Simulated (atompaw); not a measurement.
**Reading a pseudo-wave (Ca (Z = 20))**

Columns: radius, all-electron u(r) and pseudo u(r) of the 4p shell (level -1.40 eV) of calcium in the configuration [Ne] 3s2 3p6 3d0 4s2 4p0; PBE, scalar-relativistic, PAW (atompaw) scheme, atompaw 4.2.0.5.

```tsv
r (bohr)	all-electron	pseudo
0.079	0.0523	-0.0018
0.158	0.0961	-0.0072
0.237	0.0939	-0.0159
0.315	0.0600	-0.0270
0.394	0.0109	-0.0403
0.473	-0.0406	-0.0547
0.552	-0.0870	-0.0694
0.631	-0.1246	-0.0834
0.710	-0.1522	-0.0958
0.788	-0.1696	-0.1057
0.867	-0.1779	-0.1126
0.946	-0.1777	-0.1159
1.025	-0.1706	-0.1153
1.104	-0.1577	-0.1106
1.183	-0.1402	-0.1020
1.262	-0.1193	-0.0896
1.340	-0.0962	-0.0741
1.419	-0.0709	-0.0555
1.498	-0.0445	-0.0344
1.577	-0.0175	-0.0114
1.656	0.0098	0.0130
1.735	0.0369	0.0383
1.813	0.0634	0.0639
1.892	0.0897	0.0898
1.971	0.1152	0.1152
2.050	0.1400	0.1400
```

Problem. How many radial nodes do the two functions have?

Solution. The all-electron 4p function has n − l − 1 = 2; the pseudo-wave has 1, since 1 lower shell of the same l stays in the valence.

Problem. Is the pseudo-wave norm-conserving?

Solution. No, it belongs to a PAW set: the norm inside the radius is not constrained, and the difference is carried by the augmentation charge.
